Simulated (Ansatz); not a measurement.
Abridged output of a molecular run in Ansatz:

```
Functional definition: HF
3145 factors; integrals over basis functions are off by at most 1.1e-3 eV
mean field evaluation 1: about -19114.7957 eV, gradient 6.5e1 eV
mean field evaluation 2: about -19115.2654 eV, gradient 6.5e1 eV
mean field evaluation 4: about -19124.1640 eV, gradient 6.8e0 eV
mean field evaluation 8: about -19124.3147 eV, gradient 5.9e-1 eV
mean field -19124.31565696 eV, -702.8056374666 hartree, gradient 2.2e-6 eV, S^2 0.000000; 0 other end points of the search recorded, 0 dependent functions left out
14 core orbitals not correlated: weight in the atoms' cores, before any rotation towards them, 1.000 or more for the frozen orbitals, at most 0.000 for the correlated occupied ones
reference -19124.31565696 eV, -702.8056374666 hartree; 30, 30 occupied and 487, 487 virtual orbitals, 3145 factors
second order -49.67152874 eV of doubles, -0.00000000 eV of singles
cycle   1  -50.34819596 eV  change   -6.8e-1 eV  update   1.5e-1
cycle   2  -51.47332190 eV  change    -1.1e0 eV  update   4.2e-2
cycle   3  -51.74698250 eV  change   -2.7e-1 eV  update   2.2e-2
cycle   4  -51.72785673 eV  change    1.9e-2 eV  update   4.9e-3
cycle   5  -51.72599826 eV  change    1.9e-3 eV  update   2.4e-3
cycle   6  -51.72746213 eV  change   -1.5e-3 eV  update   7.3e-4
cycle   7  -51.72698244 eV  change    4.8e-4 eV  update   2.9e-4
cycle   8  -51.72683859 eV  change    1.4e-4 eV  update   8.6e-5
cycle   9  -51.72686933 eV  change   -3.1e-5 eV  update   3.4e-5
perturbative correction -1.95388969 eV, -0.0718041219 hartree
Total energy: -19177.99641599 eV, -704.7783689747 hartree
```

Its atoms:

Cartesian coordinates in Å:
```
C -0.556 -1.604 2.740
C -1.558 -0.522 2.400
O -1.447 -0.092 1.069
Al -0.208 0.576 0.149
O -0.461 0.918 -1.478
C -1.533 0.715 -2.361
C -1.883 -0.749 -2.510
O 1.273 0.932 0.862
C 2.490 1.441 0.381
C 3.096 0.561 -0.691
H 0.466 -1.230 2.628
H -0.684 -1.939 3.772
H -0.685 -2.467 2.082
H -1.430 0.327 3.084
H -2.577 -0.898 2.546
H -1.248 1.132 -3.334
H -2.415 1.272 -2.021
H -2.699 -0.881 -3.226
H -1.019 -1.315 -2.869
H -2.201 -1.168 -1.551
H 2.348 2.456 -0.012
H 3.178 1.521 1.231
H 3.264 -0.449 -0.308
H 2.432 0.500 -1.558
H 4.056 0.964 -1.025
```

Question: Which basis set was used?
A. def2-TZVPP
B. cc-pV(Q+d)Z
C. def2-TZVPPD
D. def2-SVPD

Answer: A. It gives 531 functions.

Question: Write the keys of the input that set method, charge and spin (a neutral closed shell needs none for the last two).

Answer: 
```yaml
correlation: {method: ccsd_t}
```
